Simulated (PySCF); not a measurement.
HP2, SMILES P#[PH+], charge +1. Coordinates come from a PBE-D3(BJ)/def2-TZVPD optimisation. The isomer is the one that the SMILES or the coordinates give; other isomers of the formula were not compared.

Give the equilibrium geometry at PBE-D3(BJ)/def2-TZVPD (PySCF confirms it by a frequency run) as Cartesian coordinates in Å, and its point group. (An estimate is asked for; the answer gives what the named calculation found.)

point group C∞v.
```xyz
3

P      0.0000     0.0000     1.0208
P      0.0000     0.0000    -0.8676
H      0.0000     0.0000    -2.2985
```
Charge +1, spin multiplicity 1.
